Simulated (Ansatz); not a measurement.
`O[BH][AlH2]` + `C[SeH]` → `C[Se][AlH2]` + `BO` at 400 K and 1 bar (cleavage of the Al–B bond).

Isolated molecules relaxed with PBE0-D4/def2-TZVP in Ansatz; ΔE leaves out vibrations. CCSD(T)/CBS is the MP2 limit (def2-TZVPP, def2-QZVPP) plus CCSD(T) − MP2 in def2-TZVPP, frozen cores. This one scheme is used for every species. For Se outer-core shells are correlated without core-valence functions, which leaves a few kJ/mol of doubt a bond. Scalar relativity is left out up to krypton. One conformer a species, not always the lowest.

```csv
species,CCSD(T)/CBS energy (Eh),H − E (kJ/mol),S (J/(mol·K))
`O[BH][AlH2]`,-344.38728,130.2,321.1
`C[SeH]`,-2441.15625,135.4,284.5
`C[Se][AlH2]`,-2683.80327,162.9,351.7
`BO`,-101.80414,108.2,244.0
```

H − E and S are ideal-gas, rigid-rotor, harmonic terms from PBE0-D4/def2-TZVP, for one conformer and one mirror image of each species. 1 Eh = 2625.50 kJ/mol, R = 8.31446 J/(mol·K).

Problem. By hand: ΔE, ΔH, ΔS and ΔG.

Solution. ΔE = (-2683.80327) + (-101.80414) − (-344.38728) − (-2441.15625) = -0.06388 Eh = -167.7 kJ/mol. Δ(H − E) = 162.9 + 108.2 − 130.2 − 135.4 = 5.5, so ΔH = -162.2 kJ/mol. ΔS = 351.7 + 244.0 − 321.1 − 284.5 = -9.9 J/(mol·K). ΔG = -162.2 − 400 × (-9.9)/1000 = -158.2 kJ/mol.

Problem. By hand: the equilibrium constant, and the temperature at which ΔG would vanish if ΔH and ΔS stayed fixed.

Solution. log₁₀ K = −ΔG/(RT ln 10) = 20.7. ΔG = 0 at ΔH/ΔS = 16384 K, far beyond where these terms or the molecules hold.

The number of gas molecules stays the same, so ΔS is small and ΔH decides. A doubt of 5 kJ/mol in ΔE shifts log₁₀ K by 0.7 here. Other conformers and mirror images would add mixing entropy, several J/(mol·K) or more a flexible species. These are equilibria of isolated gas molecules and say nothing of rates. Largest T1 diagnostic: 0.014 (customary marks: 0.02 for closed shells, 0.045 for open ones).
